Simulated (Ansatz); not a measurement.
Born–Oppenheimer molecular dynamics of H6O3Sn (10 atoms, charge 0, multiplicity 1). It starts at the highest image of a converged band. Of that band: The profile has 2 maxima (images 3, 6) with wells between them (image 5): this band takes more than one step, which may be the mechanism or a detour left from its start path. A structure lower than the last end lies on the path between it and the top, so the climb from that side starts below the end, which may itself be a saddle point or a shallow side well. A vibrational analysis at the climbing image gives one clearly imaginary mode, 400i cm⁻¹: a first-order saddle point.

Level of theory: RKS PBE-D4/def2-SVP in Ansatz 0.2.0.

```json
{
 "ensemble": "NVE (velocity Verlet)",
 "time step": "0.5 fs",
 "steps asked": "200",
 "starting velocities drawn for": "300 K",
 "seed": "3760"
}
```

First frame:

```xyz
10
Properties=species:S:1:pos:R:3
Sn -0.724 -0.724 -0.579
O 1.519 -0.515 -0.358
H -0.413 -1.763 -1.950
H -1.404 -1.715 0.672
H -1.619 0.646 -1.144
H 1.150 0.179 0.481
O 0.101 0.696 1.059
O 0.021 2.070 0.590
H 1.986 -1.301 -0.014
H -0.616 2.427 1.242
```

Question: How far do the bonds stretch over the last three quarters of this one trajectory? (Pairs bonded in most of those frames.)

Answer: 
```tsv
bond	mean (Å)	spread (Å)	shortest	longest
Sn1–O2	2.046	0.046	1.98	2.15
Sn1–H3	1.748	0.034	1.69	1.80
Sn1–H4	1.725	0.012	1.70	1.75
Sn1–H5	1.735	0.028	1.69	1.78
O2–H9	0.978	0.026	0.94	1.02
H6–O7	1.000	0.016	0.97	1.04
O7–O8	1.458	0.035	1.41	1.51
O8–H10	0.984	0.023	0.95	1.02
```

Mean temperature of the second half: 355 K. The conserved energy stayed within 0.21 meV per atom of its start (net change 0.16 meV per atom), so the integration is sound. A run of 0.1 ps of so small a system gives no equilibrium averages. The orbitals stay closed-shell, which can raise the energy where a bond breaks towards radicals; this wasn't checked here.

Time of the run: 5.4 min on 2 threads of Arm Neoverse V1 (shared host), peak memory 0.14 GiB.
